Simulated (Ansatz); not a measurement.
Abridged output of a molecular run in Ansatz:

```
Functional definition: HF
1825 factors; integrals over basis functions are off by at most 9.7e-4 eV
mean field evaluation 1: about -60748.8910 eV, gradient 4.3e1 eV
mean field evaluation 2: about -60749.0709 eV, gradient 4.3e1 eV
mean field evaluation 4: about -60754.1847 eV, gradient 4.6e0 eV
mean field evaluation 8: about -60754.2766 eV, gradient 3.9e-1 eV
mean field -60754.27744699 eV, -2232.6785154485 hartree, gradient 5.4e-6 eV, S^2 0.000000; 0 other end points of the search recorded, 0 dependent functions left out; unrestricted orbitals would lower it
13 core orbitals not correlated: weight in the atoms' cores, before any rotation towards them, 1.000 or more for the frozen orbitals, at most 0.000 for the correlated occupied ones
reference -60754.27744699 eV, -2232.6785154485 hartree; 20, 20 occupied and 279, 279 virtual orbitals, 1825 factors
second order -25.81219781 eV of doubles, -0.00000000 eV of singles
cycle   1  -26.39988230 eV  change   -5.9e-1 eV  update   1.1e-1
cycle   2  -27.11520621 eV  change   -7.2e-1 eV  update   3.3e-2
cycle   3  -27.21637668 eV  change   -1.0e-1 eV  update   1.5e-2
cycle   4  -27.20864290 eV  change    7.7e-3 eV  update   4.2e-3
cycle   5  -27.20856141 eV  change    8.1e-5 eV  update   1.7e-3
cycle   6  -27.20808503 eV  change    4.8e-4 eV  update   6.0e-4
cycle   7  -27.20792452 eV  change    1.6e-4 eV  update   2.7e-4
cycle   8  -27.20794818 eV  change   -2.4e-5 eV  update   1.5e-4
cycle   9  -27.20795799 eV  change   -9.8e-6 eV  update   8.5e-5
cycle  10  -27.20791488 eV  change    4.3e-5 eV  update   4.4e-5
perturbative correction -1.08767808 eV, -0.0399714323 hartree
Total energy: -60782.57303995 eV, -2233.7183593105 hartree
```

Its atoms:

Cartesian coordinates in Å:
```
C -1.8729 -0.0241 0.5982
C -1.2626 -0.6597 -0.6541
Ge -0.2975 0.7947 -1.6344
C 1.3307 0.9306 -0.4720
C 1.8186 -0.2666 0.3274
H -2.5051 0.8372 0.3548
H -2.5042 -0.7317 1.1433
H -1.1035 0.3254 1.2925
H -2.0524 -1.0643 -1.2917
H -0.5986 -1.4840 -0.3794
H 2.1293 1.3378 -1.1018
H 1.0682 1.7644 0.2005
H 2.0818 -1.1046 -0.3240
H 2.7094 -0.0268 0.9167
H 1.0589 -0.6282 1.0240
```

**Question.** Which basis set was used?
A. cc-pV(D+d)Z
B. def2-QZVPP
C. def2-TZVPP
D. cc-pV(Q+d)Z

**Answer.** C. It gives 312 functions.

**Question.** Write the keys of the input that set method, charge and spin (a neutral closed shell needs none for the last two).

**Answer.** 
```yaml
correlation: {method: ccsd_t}
```
